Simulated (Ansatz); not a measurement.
Consider the β-hydride elimination: `C[O][Sn]([CH3])([F])[SH]` → `[CH3][SnH]([F])[SH]` + `C=O`.

Computed with Ansatz on PBE0-D4/def2-TZVP structures; ΔE is electronic, products minus reactants. CCSD(T)/CBS is the MP2 limit (def2-TZVPP, def2-QZVPP) plus CCSD(T) − MP2 in def2-TZVPP, frozen cores. This one scheme is used for every species. Functionals use def2-TZVPP. Elements past krypton have def2 core potentials. For Sn outer-core shells are correlated without core-valence functions, which leaves a few kJ/mol of doubt a bond. One conformer a species, not always the lowest.

```csv
level,ΔE (kJ/mol),difference from CCSD(T)/CBS
PBE-D4,137.4,-6.2
ωB97M-V,136.3,-7.3
PBE,128.4,-15.2
r2SCAN,142.3,-1.3
PBE0,136.0,-7.6
SCS-MP2/def2-TZVPP,131.9,-11.7
MP2/def2-QZVPP,150.3,6.7
SCS-MP2/def2-QZVPP,137.6,-6.0
MP2/CBS(def2),154.5,10.9
CCSD/CBS(def2),140.9,-2.7
CCSD(T)/CBS,143.6,0
```

Largest T1 diagnostic among the species: 0.015.

In def2-TZVPP, CCSD(T) changes the Hartree–Fock value by +27.4 kJ/mol (the triples alone add +2.7 kJ/mol) and MP2 by +38.3 kJ/mol. From PBE to PBE0 (25 % exact exchange), in def2-TZVPP and without D4, ΔE moves by +7.6 kJ/mol. The D4 term adds +14.1 kJ/mol with B3LYP and +8.0 kJ/mol with PBE0; it sums over pairs of atoms, weighted by their polarisabilities, and B3LYP, whose exchange is more repulsive, gets the larger term.

B3LYP here is the variant with VWN-RPA as its local correlation; programs differ in this.
